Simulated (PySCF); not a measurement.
## Working out the ionisation energy of Br⁺

Br⁺ [Ar] 3d10 4s2 4p4 (3P) → Br²⁺ [Ar] 3d10 4s2 4p3 (4S). All numbers are calculated (PySCF 2.14, the spin-free X2C one-electron Hamiltonian (Gaussian nucleus), in x2c-QZVPPall). Frozen: [Ar] 3d10. Energies in hartree (1 hartree = 27.21139 eV):

```tsv
part	Br⁺ (lower)	Br²⁺ (upper)
UHF	-2604.109276	-2603.365489
CCSD correlation	-0.132505	-0.098126
(T)	-0.003934	-0.002760
```

Question: What does Hartree-Fock give?

Answer: (-2603.365489) − (-2604.109276) = 0.743787 hartree = 20.239 eV.

Question: What do CCSD and CCSD(T) give?

Answer: The CCSD correlation energies differ by 0.034379 hartree = 0.936 eV and the triples by 0.001174 hartree = 0.032 eV, so CCSD gives 21.175 eV and CCSD(T) 21.207 eV.

Measured between the centres of the two terms (NIST): 21.409 eV, so CCSD(T) (valence) is off by -0.202 eV.

What remains against the reference includes basis incompleteness, the frozen core and higher excitations.
